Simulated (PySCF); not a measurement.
Compound: C7H11NSi.
Geometry (GFN2-xTB, Å), atoms numbered from 1 in this order:
```
atom  x, y, z in Å
C1    -2.5993   -1.2559    0.9356
C2    -1.7392   -0.5007    0.2660
C3    -2.2082    0.5995   -0.6386
Si4    0.1214   -0.7673    0.4280
C5     1.1897   -0.3730   -1.1147
C6     1.9385    0.7477   -0.3497
C7     3.3207    0.4152   -0.1592
N8     4.4161    0.1255    0.0034
C9     1.1614    0.7433    0.9914
H10   -3.6669   -1.1120    0.8626
H11   -2.2724   -2.0488    1.5862
H12   -1.8985    0.3989   -1.6634
H13   -1.7696    1.5499   -0.3390
H14   -3.2920    0.6919   -0.6160
H15    0.4432   -2.0260    1.1028
H16    1.8558   -1.1637   -1.4535
H17    0.6707    0.0105   -1.9901
H18    1.8898    1.7128   -0.8614
H19    0.6239    1.6749    1.1557
H20    1.8100    0.5880    1.8511
```

Computed at PBE0/pcSseg-1 (PySCF, non-relativistic), with Q(14N) = 0.02044 b: N8, 14N (I = 1): χzz = -4.550 MHz, η = 0.031.

**Question.** Find the zero-field quadrupole resonance frequencies of 14N at N8.

**Answer.** From ν± = (3/4)|χ|(1 ± η/3) and ν0 = |χ|η/2: ν+ 3.447 MHz, ν− 3.378 MHz, ν0 0.070 MHz (nitrile nitrogen).

In a crystal, neighbours and librations shift these lines. Geometry: GFN2-xTB, one conformer, isolated molecule. GFN2-xTB bond lengths can be off by several hundredths of an ångström, more for odd bonds, and the gradients follow them. With so small a basis the couplings can be 20 % off.

The run behind these numbers computed NMR shieldings as well. Hardware: an Arm Neoverse N1 with one thread (shared host). Cost: 78 s of wall time, 1.0 GiB resident at most.
